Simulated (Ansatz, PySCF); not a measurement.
This Ansatz (an electronic-structure program) input computes a CAM-B3LYP/def2-TZVPD energy:

Ansatz 0.2 input:
```yaml
crystal:
  periodic: [false, false, false]
  atoms:
    - {symbol: C, position_ang: [-1.91608611, 0.12897384, -0.02406549]}
    - {symbol: C, position_ang: [-0.50380251, 0.39037886, 0.45132899]}
    - {symbol: C, position_ang: [0.44953672, -0.23011568, -0.25094355]}
    - {symbol: C, position_ang: [1.93122570, -0.12686495, 0.02827151]}
    - {symbol: H, position_ang: [-1.99758564, -0.55324551, -0.90801092]}
    - {symbol: H, position_ang: [-2.42411750, 1.06593423, -0.29487500]}
    - {symbol: H, position_ang: [-2.53012608, -0.30912531, 0.77615479]}
    - {symbol: H, position_ang: [0.21165144, -0.88898661, -1.12039148]}
    - {symbol: H, position_ang: [2.08760298, 0.53074106, 0.88802795]}
    - {symbol: H, position_ang: [2.49710396, 0.28338008, -0.82412359]}
    - {symbol: H, position_ang: [2.39022800, -1.10293036, 0.25566948]}
basis:
  gaussian:
    orbitals: def2-TZVPD
hamiltonian:
  xc: {name: CAM-B3LYP}
total_charge: -1
output: {forces: true}
```

### Question
Write an input for the same energy in PySCF and say what it gives.

### Answer

```python
from pyscf import gto, scf, dft

mol = gto.M(
    atom='''
    C    -1.91608611    0.12897384   -0.02406549
    C    -0.50380251    0.39037886    0.45132899
    C     0.44953672   -0.23011568   -0.25094355
    C     1.93122570   -0.12686495    0.02827151
    H    -1.99758564   -0.55324551   -0.90801092
    H    -2.42411750    1.06593423   -0.29487500
    H    -2.53012608   -0.30912531    0.77615479
    H     0.21165144   -0.88898661   -1.12039148
    H     2.08760298    0.53074106    0.88802795
    H     2.49710396    0.28338008   -0.82412359
    H     2.39022800   -1.10293036    0.25566948
    ''',
    basis='def2-tzvpd',
    charge=-1,
    spin=0,
    verbose=4,
)

mf = dft.RKS(mol, xc='camb3lyp').density_fit(auxbasis='def2-universal-jkfit')
mf.grids.level = 3
mf.conv_tol = 1e-9
mf.max_cycle = 100
mf.max_memory = 1500
mf.kernel()
if not mf.converged:
    mf = mf.newton()
    mf.kernel(mf.make_rdm1())
mf.analyze()
```
It gives -156.52427 Eh, and Ansatz -156.52418 Eh, a difference of 0.09 mEh, from the treatment of integrals and grids.

It need not be the lowest isomer of its formula. Whether it binds its extra electron was not tested at this geometry.
